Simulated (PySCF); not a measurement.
# Bond length, frequency and bond energy of NaTl by level of theory

State: ¹Σ⁺ (singlet), closed shell. Set-up: PySCF, scalar-relativistic core potentials, basis sets Na def2-SVPD, Tl def2-SVPD with ECP60. De refers to Na + Tl in their high-spin ground configurations, without counterpoise correction. A positive dipole means Na(−)Tl(+).

| Level | Re (Å) | ωe (cm⁻¹) | De (eV) | μ (D) | CPU s a point (SCF and correlation, without the integrals) |
| --- | --- | --- | --- | --- | --- |
| RHF-MP2 | 3.295 | 138 | 0.53 | n/a | 0.11 |
| RHF-SCS-MP2 | 3.316 | 135 | 0.56 | n/a | n/a |
| RHF-CCSD | 3.325 | 131 | 0.68 | n/a | n/a |
| RHF-CCSD(T) | 3.327 | 129 | 0.73 | n/a | 2.5 |
| PBE | 3.282 | 130 | 0.87 | -0.71 | 0.57 |
| BP86 | 3.274 | 130 | 0.84 | -0.89 | 0.42 |
| r²SCAN | 3.278 | 133 | 0.70 | -1.28 | 0.85 |
| M06-L | 3.303 | 114 | 1.01 | -1.67 | 0.98 |
| r²SCANh | 3.268 | 135 | 0.67 | -1.45 | 0.89 |
| PBE0 | 3.268 | 135 | 0.74 | -1.25 | 1 |
| ωB97X | 3.218 | 144 | 0.93 | -2.36 | 0.68 |

The bond length runs from 3.218 Å (ωB97X) to 3.327 Å (RHF-CCSD(T)). De spans 0.53 eV (RHF-MP2, perturbation theory) to 1.01 eV (M06-L, meta-GGA).

Correlated steps freeze 5 core orbitals. Closed-shell solutions of metal pairs were not tested for spin polarisation, which can lower them a little. Correlated levels converge slowly with the basis: in double zeta they bind strong bonds too weakly, by up to about 1 eV, and carry superposition errors of some tenths. Spin–orbit coupling is left out, which matters for elements this heavy, above all for dissociation energies. Where the molecule has an RHF reference, its open-shell atoms are computed with UHF.

The whole job (state search and all levels along the bond) took about 2.1 min on 1 thread of Arm Neoverse V1 (shared host), peak memory 0.6 GiB.
